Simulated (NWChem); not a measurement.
CH$_{3}$Cl$_{3}$Si; SMILES C[Si](Cl)(Cl)Cl

All runs: NWChem. Medium grid unless said otherwise, to which SCAN and Minnesota functionals are sensitive. The geometry was optimised at PBE0/def2-SVP. Hybrids' shares of exact exchange are those that their runs print; pure functionals count as 0. The functionals differ in more than this share.

| row | share of exact exchange | orbital gap (eV) |
|---|---|---|
| LDA (Slater exchange, VWN5)/def2-TZVPD | 0.00 | 6.50 |
| PBE/def2-TZVPD | 0.00 | 6.59 |
| B3LYP/def2-TZVPD | 0.20 | 8.29 |
| PBE0/def2-TZVPD | 0.25 | 8.85 |
| M06-2X/def2-TZVPD | 0.54 | 10.46 |
| Hartree-Fock/def2-TZVPD | 1.00 | withheld |

### Question
Fit a straight line of the last column on the one before it, predict the withheld value, and compare with the run.

### Answer

1. Means of the 5 shown rows: x = 0.198, y = 8.138. Slope Σ(x − x̄)(y − ȳ)/Σ(x − x̄)² = 1.462/0.1981 = 7.382; intercept 6.676.
2. The shown rows scatter about the line by 0.203 (root mean square); the largest residual is +0.33, at PBE0/def2-TZVPD.
3. At x = 1.00 (Hartree-Fock/def2-TZVPD; beyond the shown range) the line gives 14.06.
4. The run gives 13.80, -0.26 from the line, 1.3 times the scatter.
